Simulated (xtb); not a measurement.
xtb input (GFN-FF):

```bash
xtb mol.xyz --gfnff --opt tight --chrg 0 --uhf 0
```
mol.xyz:
```
16

C     -2.29081476    -0.08628210    -0.96163908
Si    -0.97741979     0.58020868     0.21066367
C     -1.52697990     0.37662421     1.99430863
C     -0.64864524     2.39363550    -0.17261235
B      0.73348199    -0.44593261    -0.12499657
Cl     1.54341857    -1.38008815     1.12537374
Cl     1.46794053    -0.42279217    -1.72632610
H     -1.96810821     0.00001704    -2.00079443
H     -2.50753998    -1.13783258    -0.76306589
H     -3.22240025     0.47399845    -0.84933071
H     -0.76747859     0.74696734     2.68570597
H     -2.45097945     0.92871098     2.18217830
H     -1.70782919    -0.67310043     2.23388795
H      0.10820660     2.81232964     0.49374346
H     -1.56227912     2.98102563    -0.05167860
H     -0.29958992     2.51972517    -1.19910767
```

Output:

```
           -------------------------------------------------
          |                Calculation Setup                |
           -------------------------------------------------

          ==================== Thresholds ====================
          CN  :   150.00000
          rep :   500.00000
          disp:  2500.00000
          HB1 :   250.00000
          HB2 :   450.00000

          Pauling EN used:
          Z : 1  EN :  2.20
          Z : 5  EN :  2.04
          Z : 6  EN :  2.55
          Z :14  EN :  1.90
          Z :17  EN :  3.16
          electric field strengths (au): 0.000

           -------------------------------------------------
          |           Force Field Initialization            |
           -------------------------------------------------

          distances ...
          ----------------------------------------
          generating topology and atomic info file ...
          pair mat ...
          computing topology distances matrix with Floyd-Warshall algo ...
          making topology EEQ charges ...
          #fragments for EEQ constrain: 1
          ----------------------------------------
          generating topology and atomic info file ...
          pair mat ...
          computing topology distances matrix with Floyd-Warshall algo ...
          making topology EEQ charges ...
          #fragments for EEQ constrain: 1
          rings ...
          # BATM   156
          # H in HB   0
          doing iterative Hueckel for 1 subsystem(s) ...

  atom   neighbors  erfCN metchar sp-hybrid imet pi  qest     coordinates
    1  C       4    3.48   0.00         3    0    0  -0.078   -4.329012   -0.163050   -1.817234
    2  Si      4    3.46   0.05         3    0    0   0.122   -1.847056    1.096436    0.398097
    3  C       4    3.48   0.00         3    0    0  -0.078   -2.885574    0.711717    3.768697
    4  C       4    3.48   0.00         3    0    0  -0.078   -1.225762    4.523316   -0.326190
    5  B       3    2.75   0.02         2    0    1  -0.003    1.386080   -0.842691   -0.236209
    6  Cl      1    1.05   0.00         0    0    1  -0.128    2.916638   -2.607989    2.126648
    7  Cl      1    1.05   0.00         0    0    1  -0.128    2.774006   -0.798961   -3.262284
    8  H       1    0.97   0.00         0    0    0   0.041   -3.719186    0.000032   -3.780954
    9  H       1    0.97   0.00         0    0    0   0.041   -4.738564   -2.150192   -1.441986
   10  H       1    0.97   0.00         0    0    0   0.041   -6.089454    0.895727   -1.605002
   11  H       1    0.97   0.00         0    0    0   0.041   -1.450324    1.411564    5.075249
   12  H       1    0.97   0.00         0    0    0   0.041   -4.631680    1.755009    4.123719
   13  H       1    0.97   0.00         0    0    0   0.041   -3.227329   -1.271975    4.221436
   14  H       1    0.97   0.00         0    0    0   0.041    0.204481    5.314533    0.933040
   15  H       1    0.97   0.00         0    0    0   0.041   -2.952280    5.633322   -0.097658
   16  H       1    0.97   0.00         0    0    0   0.041   -0.566143    4.761590   -2.265985

          #atoms :   16
[...]
C4-Si2=1.8658        C4-H14=1.0860        C4-H15=1.0861        C4-H16=1.0861        B5-Si2=1.9600        B5-Cl6=1.7699
B5-Cl7=1.7697        Cl6-B5=1.7699        Cl7-B5=1.7697        H8-C1=1.0861         H9-C1=1.0860         H10-C1=1.0861
H11-C3=1.0860        H12-C3=1.0861        H13-C3=1.0860        H14-C4=1.0860        H15-C4=1.0861        H16-C4=1.0861
 C  H  Rav=1.0861 sigma=0.0000  Rmin=1.0860  Rmax=1.0861     9
 Si B  Rav=1.9600 sigma=0.0000  Rmin=1.9600  Rmax=1.9600     1
 Si C  Rav=1.8659 sigma=0.0002  Rmin=1.8658  Rmax=1.8661     3
 Cl B  Rav=1.7698 sigma=0.0001  Rmin=1.7697  Rmax=1.7699     2

 selected bond angles (degree)
 --------------------
H8-C1-Si2=109.90               H9-C1-Si2=109.92               H9-C1-H8=108.73                H10-C1-Si2=110.45
H10-C1-H8=108.90               H10-C1-H9=108.90               C3-Si2-C1=106.03               C4-Si2-C1=105.90
C4-Si2-C3=106.03               B5-Si2-C1=112.29               B5-Si2-C3=113.70               B5-Si2-C4=112.29
H11-C3-Si2=109.93              H12-C3-Si2=110.44              H12-C3-H11=108.91              H13-C3-Si2=109.93
H13-C3-H11=108.70              H13-C3-H12=108.91              H14-C4-Si2=109.93              H15-C4-Si2=110.45
H15-C4-H14=108.90              H16-C4-Si2=109.90              H16-C4-H14=108.73              H16-C4-H15=108.90
Cl6-B5-Si2=121.16              Cl7-B5-Si2=120.69              Cl7-B5-Cl6=118.14

 selected dihedral angles (degree)
 ---------------------------------
C3-Si2-C1-H8=176.94           C3-Si2-C1-H9=296.56           C3-Si2-C1-H10= 56.76          C4-Si2-C1-H8= 64.56
C4-Si2-C1-H9=184.19           C4-Si2-C1-H10=304.39          B5-Si2-C1-H8=301.67           B5-Si2-C1-H9= 61.30
B5-Si2-C1-H10=181.49          H11-C3-Si2-C1=183.66          H11-C3-Si2-C4=295.95          H11-C3-Si2-B5= 59.81
H12-C3-Si2-C1=303.86          H12-C3-Si2-C4= 56.14          H12-C3-Si2-B5=180.00          H13-C3-Si2-C1= 64.05
H13-C3-Si2-C4=176.34          H13-C3-Si2-B5=300.20          H14-C4-Si2-C1=175.79          H14-C4-Si2-C3= 63.42
H14-C4-Si2-B5=298.68          H15-C4-Si2-C1= 55.59          H15-C4-Si2-C3=303.22          H15-C4-Si2-B5=178.49
H16-C4-Si2-C1=295.42          H16-C4-Si2-C3=183.04          H16-C4-Si2-B5= 58.31          Cl6-B5-Si2-C1=239.61
Cl6-B5-Si2-C3=  0.00          Cl6-B5-Si2-C4=120.39          Cl7-B5-Si2-C1= 59.61          Cl7-B5-Si2-C3=180.00
Cl7-B5-Si2-C4=300.39
           -------------------------------------------------
          |                Final Singlepoint                |
           -------------------------------------------------
         :::::::::::::::::::::::::::::::::::::::::::::::::::::
         ::                     SUMMARY                     ::
         :::::::::::::::::::::::::::::::::::::::::::::::::::::
         :: total energy              -1.967546724996 Eh    ::
         :: gradient norm              0.000149593143 Eh/a0 ::
         ::.................................................::
         :: bond energy               -2.027871577792 Eh    ::
         :: angle energy               0.003699458995 Eh    ::
         :: torsion energy             0.000036453942 Eh    ::
         :: repulsion energy           0.083890812359 Eh    ::
         :: electrostat energy        -0.015576884653 Eh    ::
         :: dispersion energy         -0.011192659549 Eh    ::
         :: HB energy                  0.000000000000 Eh    ::
         :: XB energy                  0.000000000000 Eh    ::
         :: bonded atm energy         -0.000532328298 Eh    ::
         :: external energy            0.000000000000 Eh    ::
Note: The following floating-point exceptions are signalling: IEEE_UNDERFLOW_FLAG IEEE_DENORMAL
normal termination of xtb
         :: add. restraining           0.000000000000 Eh    ::
         :: total charge               0.000000000000 e     ::
         :::::::::::::::::::::::::::::::::::::::::::::::::::::

           -------------------------------------------------
          |                Property Printout                |
           -------------------------------------------------

molecular dipole:
                 x           y           z       tot (Debye)
 q only:       -1.419       0.854       0.270       4.265
           -------------------------------------------------
          |                Geometry Summary                 |
           -------------------------------------------------

      molecular mass/u    :      154.9060764
   center of mass at/Å    :        0.1551441      -0.0955889      -0.0226212
  moments of inertia/u·Å² :        0.3141788E+03   0.4952574E+03   0.6588369E+03
rotational constants/cm⁻¹ :        0.5365618E-01   0.3403812E-01   0.2558696E-01

 * 15 selected distances

     #   Z          #   Z                                           value/Å
     1   6 C        2  14 Si                                      1.8657506
     2  14 Si       3   6 C                                       1.8661271
     2  14 Si       4   6 C                                       1.8657549
     2  14 Si       5   5 B                                       1.9600055 (max)
     5   5 B        6  17 Cl                                      1.7698522
     5   5 B        7  17 Cl                                      1.7697455
     1   6 C        8   1 H                                       1.0860677
     1   6 C        9   1 H                                       1.0860413
     1   6 C       10   1 H                                       1.0861029
     3   6 C       11   1 H                                       1.0860122 (min)
     3   6 C       12   1 H                                       1.0861153
     3   6 C       13   1 H                                       1.0860125
     4   6 C       14   1 H                                       1.0860407
     4   6 C       15   1 H                                       1.0861042
     4   6 C       16   1 H                                       1.0860695

 * 4 distinct bonds (by element types)

   Z      Z             #   av. dist./Å        max./Å        min./Å
   1 H    6 C           9     1.0860629     1.0861153     1.0860122
   5 B   14 Si          1     1.9600055     1.9600055     1.9600055
   6 C   14 Si          3     1.8658776     1.8661271     1.8657506
   5 B   17 Cl          2     1.7697989     1.7698522     1.7697455

optimized geometry written to: xtbopt.xyz

           -------------------------------------------------
          | TOTAL ENERGY               -1.967546724996 Eh   |
          | GRADIENT NORM               0.000149593143 Eh/α |
           -------------------------------------------------
########################################################################
[WARNING] Runtime exception occurred
-1- gfnff_setup: Could not read topology file.
########################################################################

------------------------------------------------------------------------
------------------------------------------------------------------------
 total:
 SCF:
 ANC optimizer:
```
